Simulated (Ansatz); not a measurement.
A made-up structure of LiAlHOF, closed shell:

Li1  (-2.723, -1.131, 1.234)
Al2  (-0.398, -0.051, -0.141)
O3  (1.335, 0.099, 0.681)
F4  (-0.382, 0.581, -1.914)
H5  (2.169, 0.503, 0.141)
(Å)

It is relaxed with PBE-D4/def2-SVP and then PBE0-D4/def2-TZVP (Ansatz 0.2.0). Atoms count as bonded within 1.22 times the sum of their covalent radii (H–H: 0.88 Å). The end point is not checked to be a true minimum.

(1) Does its bonding change? (Judge from chemistry; the calculation decides.)

Answers

(1) The calculation gives: No: no bond forms or breaks.

Where it ends: The first stage lowers the energy by 0.90 eV in 7 steps. It ends as LiAlHOF ([Li][Al]([OH])[F]):
| atom | x (Å) | y (Å) | z (Å) |
| --- | --- | --- | --- |
| Li1 | -2.4316 | -1.0095 | 1.1010 |
| Al2 | -0.3551 | -0.0461 | -0.1257 |
| O3 | 1.1919 | 0.0882 | 0.6084 |
| F4 | -0.3416 | 0.5182 | -1.7087 |
| H5 | 1.9364 | 0.4493 | 0.1250 |

Labels in which every atom is bracketed show which atoms are joined, not bond orders.

For scale, one of the runs: PBE0-D4/def2-TZVP relaxation, 119 basis functions, launched by `ansatz run in.yaml --threads 2 --pin off --events-out ev --progress --plain --max-ram 4352MiB`. The run took about 17 s on 2 CPU threads of an Arm Neoverse V1 (shared host).
